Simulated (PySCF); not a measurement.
Field gradients at the hydrogen positions

Compound: C₆H₁₅N₂P.
SMILES with atom numbers: `[CH3:1][N:2]=[P:3]1([NH:4][CH3:5])[CH2:6][CH2:7][CH2:8][CH2:9]1` (hydrogens: H10, H11, H12 on C1; H13 on N4; H14, H15, H16 on C5; H17, H18 on C6; H19, H20 on C7; H21, H22 on C8; H23, H24 on C9)

Cartesian coordinates in Å at the GFN2-xTB level; atoms count from 1:
```xyz
24
C6H15N2P angstrom
C     -1.828    2.244   -0.115
N     -1.695    0.861    0.287
P     -0.381    0.013    0.273
N     -0.747   -1.564    0.726
C     -1.869   -2.151    0.002
C      1.106    0.389    1.336
C      2.301   -0.089    0.525
C      2.028    0.305   -0.927
C      0.639   -0.214   -1.277
H     -2.896    2.467   -0.121
H     -1.434    2.442   -1.116
H     -1.343    2.932    0.585
H     -0.932   -1.583    1.726
H     -2.808   -1.623    0.186
H     -1.652   -2.096   -1.064
H     -1.976   -3.196    0.293
H      1.030   -0.095    2.310
H      1.144    1.470    1.494
H      3.235    0.348    0.884
H      2.374   -1.175    0.594
H      2.789   -0.099   -1.597
H      2.044    1.395   -1.009
H      0.193    0.320   -2.117
H      0.668   -1.279   -1.514
```

Level: PBE0/pcSseg-1 (PySCF, non-relativistic); Q(2H) = 0.00286 b; rigid geometry, the same for H and D, with no vibrational averaging.

Problem. Rank these positions by the coupling χzz of a deuteron there, largest first.
A. H13 (N–H hydrogen)
B. H17 (methylene hydrogen)
C. H15 (methyl hydrogen)
D. H14 (methyl hydrogen)

Solution. A (264 kHz), B (210 kHz), C (206 kHz), D (199 kHz).

Problem. Tabulate Vzz, the asymmetry η and χzz = 234.96 MHz × Q × Vzz for every hydrogen position.

Solution. 
| atom | bonded to | bond length (Å) | Vzz (au) | η | χzz (kHz) |
| --- | --- | --- | --- | --- | --- |
| H10 | C1 | 1.091 | 0.3066 | 0.03 | 206 |
| H11 | C1 | 1.095 | 0.3015 | 0.05 | 203 |
| H12 | C1 | 1.094 | 0.3019 | 0.04 | 203 |
| H13 | N4 | 1.017 | 0.3927 | 0.19 | 264 |
| H14 | C5 | 1.092 | 0.2959 | 0.06 | 199 |
| H15 | C5 | 1.090 | 0.3064 | 0.08 | 206 |
| H16 | C5 | 1.091 | 0.3063 | 0.06 | 206 |
| H17 | C6 | 1.090 | 0.3129 | 0.01 | 210 |
| H18 | C6 | 1.093 | 0.3050 | 0.01 | 205 |
| H19 | C7 | 1.092 | 0.3069 | 0.01 | 206 |
| H20 | C7 | 1.091 | 0.3028 | 0.01 | 203 |
| H21 | C8 | 1.091 | 0.3071 | 0.01 | 206 |
| H22 | C8 | 1.093 | 0.3012 | 0.01 | 202 |
| H23 | C9 | 1.091 | 0.3106 | 0.02 | 209 |
| H24 | C9 | 1.091 | 0.3075 | 0.03 | 207 |

Problem. Average by the element that carries the hydrogen.

Solution. on C: 205 kHz over 14 positions, mean bond length 1.092 Å; on N: 264 kHz over 1 position, mean bond length 1.017 Å.

Problem. Give the 2H NMR doublet splittings at H20 for a magnetic field along the z, y and x axes of the gradient: 3χ/2, 3χ(1 + η)/4, 3χ(1 − η)/4.

Solution. With |χ| = 203.4 kHz and η = 0.012: 305, 154 and 151 kHz, to first order and without motion.

Geometry: GFN2-xTB, one conformer, isolated molecule. GFN2-xTB bond lengths can be off by several hundredths of an ångström, more for odd bonds, and the gradients follow them. With a basis this small, the couplings can be 20 % off.
